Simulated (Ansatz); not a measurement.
CH5F3Si2, SMILES [SiH](F)(F)[Si@H](C)F.

Coordinates come from a PBE0-D3(BJ)/def2-SVP optimisation. The structure was generated by enumeration; whether it is a known compound was not checked. One conformer was computed; it need not be the lowest.

Two levels are set side by side: PBE/def2-SVPD (Ansatz, a first-principles code) and ωB97X-V/def2-SVPD (Ansatz). Energy differences of separate SCF runs at the same geometry; the states with an electron removed or added have multiplicity 2 and 2. Differences are taken from unrounded values.

```tsv
quantity	ωB97X-V	PBE	PBE minus ωB97X-V
vertical ionisation energy (eV)	10.80	10.14	-0.65
vertical singlet–triplet gap (eV)	5.83	5.00	-0.83
```
